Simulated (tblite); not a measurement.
C₅H₁₁GeNO₂.
Cartesian coordinates in Å at the GFN2-xTB level; atoms count from 1:
```
atom  x, y, z in Å
O1     3.2322    1.3473    1.0175
C2     2.9023    0.5923    0.1457
O3     3.4417   -0.6167   -0.0172
Ge4    1.4256    0.8468   -1.1921
N5    -0.1898    0.2562   -0.6193
C6    -0.9545    0.9465    0.4009
C7    -2.3099    0.2270    0.3848
C8    -1.9890   -1.1763   -0.1625
C9    -0.4753   -1.1491   -0.4114
H10    4.1349   -0.7949    0.6442
H11    1.7287    0.0227   -2.4106
H12    1.2227    2.3066   -1.4727
H13   -1.0282    2.0081    0.1582
H14   -0.4927    0.8466    1.3946
H15   -3.0019    0.7454   -0.2768
H16   -2.7506    0.1892    1.3798
H17   -2.5203   -1.3515   -1.0963
H18   -2.2617   -1.9622    0.5395
H19    0.0525   -1.5484    0.4686
H20   -0.1717   -1.7251   -1.2875
```

All values are computed: GFN2-xTB (tblite) harmonic vibrations without scaling, gas phase. The method is semi-empirical: single wavenumbers can be off by several per cent or more. Modes of hydrogen on germanium can be 10 to 20 % off. One conformer, not necessarily the lowest.

Harmonic wavenumbers (cm⁻¹): 25.8, 33.8, 42.7, 61.5, 128.0, 179.4, 211.6, 299.1, 309.7, 338.4, 447.4, 462.2, 624.0, 633.7, 662.7, 686.7, 694.0, 706.7, 747.0, 834.1, 869.6, 960.5, 986.6, 1006.7, 1023.5, 1089.6, 1101.6, 1106.1, 1160.4, 1180.6, 1184.3, 1190.5, 1219.5, 1240.8, 1293.6, 1295.1, 1314.5, 1319.6, 1471.5, 1480.9, 1484.8, 1500.8, 1766.9, 1952.2, 2031.0, 2829.8, 2841.5, 2965.8, 2967.3, 2995.0, 3010.7, 3012.7, 3019.0, 3348.3.

A = 2194, B = 665.8, C = 649.5 MHz; mass 191.000 u (most abundant isotopes); point group C1, symmetry number 1.

Task: What is the zero-point energy?

Result: ½Σν̃ = 33675 cm⁻¹ = 402.84 kJ/mol.

Task: Give the ideal-gas entropy at 298.15 K and 1 bar in the rigid-rotor, harmonic-oscillator model (classical rotation).

Result: Translation 174.36, rotation 126.38, vibration 158.35: S = 459.1 J/(mol K).

Task: And Cp and H(298.15 K) − H(0)?

Result: Cp = 171.27 J/(mol K), of which vibrations give 138.01 (their classical limit is 54 R = 449.0); H(298.15 K) − H(0) = 31.82 kJ/mol without the zero-point energy, 21.90 from vibrations.

Task: Which modes carry the vibrational entropy at 298.15 K?

Result: 25.8 cm⁻¹: 25.64; 33.8 cm⁻¹: 23.40; 42.7 cm⁻¹: 21.46; 61.5 cm⁻¹: 18.45; 128.0 cm⁻¹: 12.45; 179.4 cm⁻¹: 9.77 J/(mol K); the other 48 give 47.18 together.

Task: What must be added to the electronic energy to get the Gibbs energy at 298.15 K and 1 bar?

Result: ZPE + [H(298.15 K) − H(0)] − T·S = 402.84 + 31.82 − 136.88 = 297.78 kJ/mol.

Task: How do the functions run with temperature in this model?

Result: 
```
T (K)  S (J/(mol K))  Cp (J/(mol K))  H − H(0) (kJ/mol)  G − H(0) (kJ/mol)  ln q(vib)
  100          327.6            87.8               6.51             -26.25       3.77
  200          400.2           127.0              17.21             -62.84       7.22
  300          460.1           172.1              32.14            -105.91      10.26
  500          568.5           255.3              75.27            -208.98      16.03
  800          707.6           335.2             164.98            -401.08      24.18
 1000          786.2           369.0             235.59            -550.63      29.21
```

q(vib) and H(0) count from the zero-point level.

Task: Blend soft modes into free rotors: weight 1/[1 + (100 cm⁻¹/ν̃)⁴] for the oscillator and the rest for a rotor with moment μB/(μ + B), μ = h/(8π²ν), B = 10⁻⁴⁴ kg m². What vibrational entropy results?

Result: 133.39 J/(mol K) in place of 158.35, which changes −T·S at 298.15 K by +7.44 kJ/mol.

Hindered rotation and anharmonicity are outside this model. Other conformers, if any are populated, would add a mixing term that is left out. The structure is chiral; the term R ln 2 for an equal mix with its mirror image is left out.

The run took 0.68 s of wall time on one thread, Arm Neoverse V2 (aarch64) (shared host). The figure is for the frequency step alone.
